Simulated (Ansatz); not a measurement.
CdI2 (SMILES [I][Cd][I]) moved off its minimum; all values from Ansatz (a quantum-chemistry and plane-wave program), cores frozen in correlated methods. Elements past Kr take the def2 small-core potentials, without spin–orbit coupling.
(charge 0, multiplicity 1)
```xyz
3

Cd    -0.03098     0.00652     0.01812
I      0.03068    -0.03847     2.60762
I      0.00052    -0.00877    -2.61613
```

**Question.** Give the forces (eV/Å), the total energy and the dipole at CCSD(T)/def2-TZVPPD.

**Answer.** 
```
atom      Fx      Fy      Fz
----  ------  ------  ------
Cd1    0.033  -0.021  -0.408
I2    -0.014   0.009   0.107
I3    -0.019   0.012   0.300
```
Energy -761.0472 hartree, dipole 0.22 D.
